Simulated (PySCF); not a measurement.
F2H2HfS2, SMILES [SH][Hf]([SH])([F])[F], multiplicity 1.

The structure is a stationary point at B3LYP-D3(BJ)/def2-SVP. A frequency run showed that this geometry is not a minimum. The multiplicity is an assumed one; other spin states were not compared. The def2 effective core potentials stand for the cores of Hf; spin–orbit coupling is left out. One conformer was computed; it need not be the lowest.

Two levels are set side by side: PBE/def2-TZVP (PySCF) and PBE0/def2-TZVP (PySCF). Same geometry, gas phase. Differences are taken from unrounded values.

| quantity | PBE0 | PBE | PBE minus PBE0 |
|---|---|---|---|
| orbital gap (eV) | 5.75 | 3.71 | -2.04 |
| highest occupied level (eV) | -8.16 | -6.91 | 1.25 |
| lowest empty level (eV) | -2.41 | -3.20 | -0.79 |
| dipole moment (D) | 0.52 | 0.54 | 0.02 |
| mean polarisability (bohr³) | 76.1 | 79.9 | 3.8 |

Without exact exchange PBE keeps part of each electron's self-repulsion, which lifts occupied levels and narrows the gap. Loosely held outer electrons make PBE densities more polarisable. Differences between two approximate levels are no errors against the true value.

Rough cost on one machine, each run with all the roots and properties that it gave: PBE0 against PBE within a factor of 2.
